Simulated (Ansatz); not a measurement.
C₁₄H₁₈Os (`CC[C@@]12[C@H]3[C@H]4[C@H]5[C@@H]1[Os]45321678[C@@H]2[C@H]1[C@H]6[C@@]7(CC)[C@@H]28`). The species carries charge 0 and has multiplicity 1. Correlated methods include outer-core shells of Os, which these sets cover unevenly. Os takes the def2 core potential.

Z-matrix (Å, degrees):
```
Os
C 1 2.179
C 1 2.183 2 158.8
C 1 2.182 2 63.8 3 128.2
C 1 2.192 2 38.2 3 47.5
C 1 2.182 2 161.6 3 -149.3
C 1 2.179 2 112.4 3 -75.4
C 1 2.181 2 38.2 3 165.9
C 1 2.184 2 63.7 3 85.4
C 1 2.186 2 127.2 3 -116.5
C 1 2.183 2 125.5 3 -33.9
H 2 1.080 1 124.4 3 73.0
H 3 1.079 1 124.5 2 73.9
H 4 1.079 1 124.4 2 158.9
C 5 1.494 1 127.8 2 -120.5
H 6 1.080 1 124.4 2 -76.3
H 7 1.080 1 124.5 2 -1.7
H 8 1.079 1 124.4 2 121.2
H 9 1.079 1 124.3 2 -159.1
C 10 1.492 1 128.1 2 -42.4
H 11 1.079 1 124.8 2 39.6
C 15 1.519 5 114.4 1 -60.3
H 15 1.098 5 108.5 1 177.4
H 15 1.094 5 108.4 1 62.6
C 20 1.525 10 112.2 1 179.8
H 20 1.094 10 109.1 1 57.8
H 20 1.094 10 109.1 1 -58.1
H 22 1.093 15 111.5 5 -62.2
H 22 1.092 15 110.6 5 57.6
H 22 1.092 15 110.9 5 178.1
H 25 1.093 20 111.0 10 -59.8
H 25 1.093 20 111.0 10 59.7
H 25 1.093 20 111.1 10 180.0
```

(1) Give the diagnostics of a CCSD(T)/def2-TZVPP run (frozen core, the Gaussian-basis code of Ansatz). (Estimate.)

Results:

(1) Ansatz gave: T1 = 0.0152, largest single amplitude 0.033, largest double 0.013, (T) share of the correlation energy 5.2 %, 12 CCSD cycles. The RHF solution is stable towards an unrestricted one. T1 lies under the customary mark of 0.02 for closed shells.
